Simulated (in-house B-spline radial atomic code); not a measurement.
Inner levels of silicon as electrons are removed. A shift is the extra binding of the orbital against the neutral atom ([Ne] 3s2 3p1/2(2)). The density at the nucleus is averaged over the nuclear charge. Computed with a radial B-spline atomic code at the basis-set limit: Dirac-Hartree-Fock, jj configuration that fills j = l - 1/2 first, finite nuclei.

A number in brackets counts the electrons of a j subshell.

| ion | configuration | shift of 1s1/2 (eV) | radius of 1s1/2 (bohr) | Σ<r²> (bohr²) | change of density at nucleus (bohr⁻³) |
| --- | --- | --- | --- | --- | --- |
| Si6+ | [He] 2s2 2p1/2(2) 2p3/2(2) | 159.96 | 0.11079 | 1.8527 | 10.827 |
| Si7+ | [He] 2s2 2p1/2(2) 2p3/2(1) | 219.63 | 0.11062 | 1.4555 | 21.605 |
| Si8+ | [He] 2s2 2p1/2(2) | 283.82 | 0.11042 | 1.1167 | 33.43 |
| Si9+ | [He] 2s2 2p1/2(1) | 352.45 | 0.11018 | 0.82364 | 46.215 |
| Si10+ | [He] 2s2 | ? | ? | ? | ? |
| Si11+ | [He] 2s1 | ? | ? | ? | ? |
| Si12+ | 1s2 | 561.58 | 0.10973 | 0.032247 | -109.22 |
| Si13+ | 1s1 | 796.03 | 0.10677 | 0.015213 | -958.9 |

Question: Fill in the row of Si10+.

Answer: shift of 1s1/2 (eV): 425.66; radius of 1s1/2 (bohr): 0.10991; Σ<r²> (bohr²): 0.57172; change of density at nucleus (bohr⁻³): 60.113.

Question: Fill in the row of Si11+.

Answer: shift of 1s1/2 (eV): 492.27; radius of 1s1/2 (bohr): 0.10988; Σ<r²> (bohr²): 0.28961; change of density at nucleus (bohr⁻³): -20.072.
